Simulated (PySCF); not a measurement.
# Unknown compound

An unknown has the formula C5H9NO. Its calculated NMR data are:

1H NMR (400 MHz, computed): δ 4.59 (br, 1H), 3.44 (m, 2H), 2.29 (m, 2H), 1.70 (m, 2H), 1.66 (m, 2H).

13C{1H} NMR (computed): δ 169.5 (C), 46.0 (CH2), 34.9 (CH2), 27.0 (CH2), 25.8 (CH2).

Level of theory: spin–spin couplings from B3LYP/pcJ-1 (spin–dipole term only in couplings to heteroatoms), geometry: GFN2-xTB, GIAO PBE0/pcSseg-1 shieldings, in PySCF 2.14.0 with density-fitted response routines (single conformer, non-relativistic, in vacuum, one averaged value for each set of equivalent atoms).

Shifts are taken against calculated references (same method and geometry level): TMS for 1H and 13C.

**Question.** What is the structure?

**Answer.** 
- Rings plus π bonds: 2 (1 ring in the answer).
- 5 carbon signals for 5 carbons: no two carbons are equivalent.
- Carbon types of the structure: 1 × C, 4 × CH2, leaving 1 H on heteroatoms.
- δC 169.5: amide carbonyl carbon; it is a carbonyl in resonance with an O or N lone pair, the region of acids, esters and amides.
- δC 46.0: sp3 CH2 bonded to N; pulled downfield by the heteroatom.
- δC 34.9: sp3 CH2 α to a carbonyl; α to the electron-withdrawing carbonyl group.
- δC 27.0, 25.8: sp3 CH2 in a ring; aliphatic region, no heteroatom directly attached.
- δH 4.59: hydrogen on an amide-type nitrogen; exchangeable, gas-phase position.
- δH 3.44: hydrogen on an sp3 CH2 bonded to N; its carbon carries N, an electronegative neighbour.
- δH 2.29: hydrogen on an sp3 CH2 α to a carbonyl; α to C=O.

These data were computed for SMILES O=C1CCCCN1.

This is the structure that produced the data.

OH/NH shifts are gas-phase values; hydrogen bonding in solution moves them, usually downfield. Amide-type NH protons are broadened by 14N but still split neighbouring CH signals. Splittings below 1 Hz are ignored in the labels, and close J values are merged. Couplings among chemically equivalent protons are left out too, so labels in AA′BB′ or AA′XX′ sets are apparent multiplicities. Unscaled 3J(H,H) at this level run about 10 % above measured values. Shifts are as computed. Against solution values, carbons near 30 ppm lie about +3 ppm off and those near 130 ppm about +5 ppm. Of 1211 compounds with measured shifts, 218 miss one by over three times the rms of a fit or turn the order of signals round; such compounds aren't used in these exercises. The C=O carbon of an acid or of an amide with N–H lies up to 10 ppm further downfield in solution, through hydrogen bonding that the calculation lacks.
